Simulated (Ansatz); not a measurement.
Program: Ansatz.

Input file:

```yaml
crystal:
  periodic: [false, false, false]
  atoms:
    - { symbol: B, position_ang: [0.01672, 0.013742, -0.036359] }
    - { symbol: F, position_ang: [-0.037449, 0.002291, 1.326268] }
    - { symbol: C, position_ang: [1.365634, 0.021002, -0.800429] }
    - { symbol: H, position_ang: [1.688491, -1.016724, -0.977211] }
    - { symbol: H, position_ang: [1.291806, 0.502298, -1.779635] }
    - { symbol: H, position_ang: [2.154242, 0.505969, -0.215097] }
    - { symbol: Cl, position_ang: [-1.585145, -0.028677, -0.883336] }
basis:
  gaussian: { orbitals: "6-31G" }
hamiltonian:
  xc: b3lyp
  dispersion: d4
md:
  timestep: 0.5
  n_steps: 25
  ensemble: nvt_langevin
  initial_velocities: maxwell_boltzmann
  seed: 692327
```

Run as:

```bash
$ ansatz run input.yaml --threads 1 --pin off --max-ram 2048MiB --backend cpu --events-out ev --progress --plain --runs-dir out
```

Task: Does this input run?

Result: The program refused the input.

```
Error: invalid value for `md.temperature`: is required — the nvt_* ensembles, npt_langevin and the maxwell_boltzmann velocity draw need a target temperature in K
```
